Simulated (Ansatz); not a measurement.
Two isomers of CH5GeNO: A = `C[O][Ge][NH2]`, B = `O=C[NH][GeH3]`.

Calculated with Ansatz (gas phase, PBE0-D4/def2-TZVP geometries, no zero-point term in ΔE). CCSD(T)/CBS is the MP2 limit (def2-TZVPP, def2-QZVPP) plus CCSD(T) − MP2 in def2-TZVPP, frozen cores. DFT in def2-TZVPP. For Ge outer-core shells are correlated without core-valence functions, which leaves a few kJ/mol of doubt a bond. Scalar relativity is left out up to krypton. One conformer a species, not always the lowest.

(1) Which is lower in electronic energy at CCSD(T)/CBS, and by how much? (An estimate is asked.)

(2) Give E(B) − E(A) in kcal/mol with MP2/def2-TZVPP, CCSD(T)/def2-SVP, LDA (SPW92), ωB97M-V, r2SCAN-D4, B2PLYP, CCSD/def2-TZVPP. (Estimate.)

(3) Does the order hold for the free energy at 298.15 K (harmonic terms from PBE0-D4)? (Estimate.)

Largest T1 diagnostic: 0.015.

Answers

(1) Ansatz gave: A, by 14.6 kcal/mol.

(2) Ansatz gave: MP2/def2-TZVPP 10.9, CCSD(T)/def2-SVP 4.5, LDA (SPW92) 10.9, ωB97M-V 14.0, r2SCAN-D4 10.7, B2PLYP 13.1, CCSD/def2-TZVPP 11.0. None reverses the order clearly.

(3) Ansatz gave: Yes: G(B) − G(A) = +10.3 kcal/mol, for one conformer each.

Leaving LDA and LC-ωPBE aside and taking each functional with its dispersion term where it has one, the values, not all of them listed here, spread over 7.7 kcal/mol, from B97M-V to BLYP-D4. LDA lies −1.7 kcal/mol from PBE without D4. In def2-TZVPP, CCSD(T) changes the Hartree–Fock value by +2.6 kcal/mol (the triples alone add −0.4 kcal/mol) and MP2 by +3.0 kcal/mol.
